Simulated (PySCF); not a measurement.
Worked example: refractive index and permittivity of the vapour

C₄H₆OS, SMILES O=C1CC[C@@H]1S.

Coordinates come from a PBE-D3(BJ)/def2-SVP optimisation. The structure was generated by enumeration; whether it is a known compound was not checked. The values are those of a single conformer.

PBE/def2-TZVP (PySCF) gives a mean static polarisability of 69.2 bohr³ and a dipole moment of 2.97 D. Take an ideal gas at 298.15 K and 0.1 bar, whether or not the substance is that volatile.

Problem. Work out n − 1 in the optical limit and the static ε − 1.

Solution. 
Polarisability volume α' = 69.2 × 0.148185 = 10.25 Å³. Number density N = p/kT = 2.43e-6 Å⁻³.
Dilute limit of Lorentz–Lorenz: n − 1 = 2π N α' = 0.00016.
Orientation term of Debye: μ²/(3kT) = 8.098 Å³ × μ²(D²) = 71.43 Å³.
ε − 1 = 4π N (α' + μ²/3kT) = 0.0025. Orientation of the dipole supplies 87 % of the static response; it can't follow optical fields. Vibrational polarisation and dispersion are left out.
